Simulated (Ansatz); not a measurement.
C2H8O2Si2, SMILES C=C[Si@H](O)[SiH2]O.

Geometry optimised at B3LYP-D3(BJ)/def2-SVP. The structure was generated by enumeration; whether it is a known compound was not checked. One conformer was computed; it need not be the lowest.

Two levels are set side by side: PBE/def2-SVPD (Ansatz, a program for electronic structure) and PBE0/def2-SVPD (Ansatz). Energy differences of separate SCF runs at the same geometry; the states with an electron removed or added have multiplicity 2 and 2. Differences are taken from unrounded values.

```tsv
quantity	PBE
vertical ionisation energy (eV)	9.04
vertical singlet–triplet gap (eV)	4.06
```

Problem. These are the PBE values. What does PBE0 give? (The exact figures need the calculation; the answer reports its results.)

Solution. 
```tsv
quantity	PBE0	PBE minus PBE0
vertical ionisation energy (eV)	9.36	-0.32
vertical singlet–triplet gap (eV)	4.01	0.05
```
